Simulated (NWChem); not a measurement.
# TaNH₂OCl₂; SMILES [NH2][Ta](=[O])([Cl])[Cl]

```xyz
7

Ta    -0.1798     0.0531     0.0000
O     -1.0811     1.5026     0.0000
Cl     1.0814    -0.0969    -1.9425
Cl     1.0814    -0.0969     1.9425
N     -1.5747    -1.3087     0.0000
H     -2.5753    -1.1258     0.0000
H     -1.3963    -2.3121     0.0000
```
Atoms are numbered in this order, from 1.

Results from NWChem. Medium grid unless said otherwise, to which SCAN and Minnesota functionals are sensitive. All runs use the structure optimised with PBE0/def2-SVP. No frequency run checked for a minimum. def2 effective core potentials on Ta; no spin-orbit coupling.

For level SCAN/def2-SVP:

- highest occupied level (eV) = -7.75
- orbital gap (eV) = 5.20

Task: Estimate the same quantities for level LC-BLYP (range parameter 0.33 per bohr)/def2-SVP.

Result: 
* **highest occupied level (eV)**: -10.97
* **orbital gap (eV)**: 11.22
